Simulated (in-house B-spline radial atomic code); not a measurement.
**KLI/ALDAx excitations of the oxygen ion O⁴⁺**

Method: KLI/ALDAx. Computed with an all-electron radial atomic-structure program (B-spline basis): linear response of the closed shell [He] 2s2 with the adiabatic LDA exchange kernel on the exchange-only KLI potential; scalar-relativistic (spin-free one-electron X2C), finite nucleus, no spin-orbit coupling, no double excitations, S, P, D and F terms only.

Command:
```bash
python run_td.py task.json out
```
Settings (radii: box in bohr, nucleus in fm):
```
Z                        8
electrons                4
configuration            [He] 2s2
hamiltonian              x2c
method                   kli
box_radius               19.1
rms_radius               2.6991
intervals                108
```

Cost of the run: 0.3 s on 1 thread of Intel(R) Xeon(R) Platinum 8259CL CPU @ 2.50GHz (Skylake/Cascade Lake), on a shared host.

The lowest states, in the order of their Tamm-Dancoff energies; the method's threshold (minus the highest occupied level) is 111.38 eV. Labels give the largest channel, * marks a mixed state, and oscillator strengths are full-response dipole values. Semilocal kernels can invert the small singlet-triplet splittings of Rydberg terms. Energies in eV:

```json
{"state": "2s → 2p 3P", "full response": "7.645", "Tamm-Dancoff": "8.873", "oscillator strength": "-"}
{"state": "2s → 2p 1P", "full response": "18.626", "Tamm-Dancoff": "19.734", "oscillator strength": "0.495"}
{"state": "2s → 3s 3S", "full response": "65.50", "Tamm-Dancoff": "65.52", "oscillator strength": "-"}
{"state": "2s → 3s 1S", "full response": "67.76", "Tamm-Dancoff": "67.79", "oscillator strength": "-"}
{"state": "2s → 3p 3P", "full response": "69.11", "Tamm-Dancoff": "69.14", "oscillator strength": "-"}
{"state": "2s → 3p 1P", "full response": "69.96", "Tamm-Dancoff": "69.97", "oscillator strength": "0.416"}
{"state": "2s → 3d 3D", "full response": "71.23", "Tamm-Dancoff": "71.27", "oscillator strength": "-"}
{"state": "2s → 3d 1D", "full response": "72.80", "Tamm-Dancoff": "72.81", "oscillator strength": "-"}
{"state": "2s → 4s 3S", "full response": "?", "Tamm-Dancoff": "?", "oscillator strength": "-"}
{"state": "2s → 4s 1S", "full response": "87.68", "Tamm-Dancoff": "87.69", "oscillator strength": "-"}
{"state": "2s → 4p 3P", "full response": "?", "Tamm-Dancoff": "?", "oscillator strength": "-"}
{"state": "2s → 4p 1P", "full response": "88.68", "Tamm-Dancoff": "88.68", "oscillator strength": "0.123"}
{"state": "2s → 4d 3D", "full response": "89.29", "Tamm-Dancoff": "89.30", "oscillator strength": "-"}
{"state": "2s → 4f 3F", "full response": "89.78", "Tamm-Dancoff": "89.78", "oscillator strength": "-"}
{"state": "2s → 4d 1D", "full response": "89.84", "Tamm-Dancoff": "89.84", "oscillator strength": "-"}
{"state": "2s → 4f 1F", "full response": "89.85", "Tamm-Dancoff": "89.85", "oscillator strength": "-"}
```

(1) Where does 2s → 4p 3P lie?

(2) Where does 2s → 4s 3S lie?

(3) How large is the singlet-triplet splitting of 2s → 2p (P terms) in Tamm-Dancoff?

(4) What polarisabilities and dispersion coefficient does the method give?

## Answers

(1) At 88.41 eV in full response, 88.41 eV in Tamm-Dancoff.

(2) At 86.97 eV in full response, 86.98 eV in Tamm-Dancoff.

(3) 10.9 eV, from the unrounded values.

(4) Dipole 1.162 bohr³, quadrupole 0.5132 bohr⁵, C6 0.7881 hartree·bohr⁶ for two such species.
